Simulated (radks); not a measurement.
Values are calculated unless marked as measured or tabulated.
Cd XVII, configuration [Ar] 3d10 4s2 4p2. Code: a radial shooting solver on a logarithmic mesh with Libxc functionals. Model: non-relativistic Kohn-Sham, LB94 model potential, spin-polarised, spherical densities, point nucleus; open shells are filled with parallel spins first (spin-orbit coupling, left out, can overturn this in heavy ions); relativity is left out, which matters for an element this heavy.

Normalised radial functions P(r) = r R(r), r in bohr:

```
   r/bohr * 3d up, o 3d down, + 4p up (the largest magnitude, 1.71, reaches the edge; | marks zero, & curves that meet)
 0.001188                             &
 0.001717                             &
 0.002501                             &
 0.003613                             &
 0.005263                             &
 0.007604                             &
  0.01107                             &+
    0.016                             & +
   0.0233                             &  +
  0.03367                             |&   +
  0.04904                             |  &   +
  0.07085                             |     & +
   0.1032                             |    +      &
   0.1491                           + |                   &
   0.2172                   +         |                          &
   0.3138                   +         |                          &
    0.457                             |  +               &
   0.6603                             |       &         +
   0.9616                             | &               +
    1.389                             &      +
    2.024                             &+
```

3d up: eigenvalue -812.04 eV, 0 radial nodes, <r> = 0.328 bohr, 90 % of the charge inside 0.515 bohr. 3d down: eigenvalue -811.92 eV, 0 radial nodes, <r> = 0.328 bohr, 90 % of the charge inside 0.516 bohr. 4p up: eigenvalue -415.42 eV, 2 radial nodes at r = 0.138, 0.425 bohr, <r> = 0.820 bohr, 90 % of the charge inside 1.17 bohr.
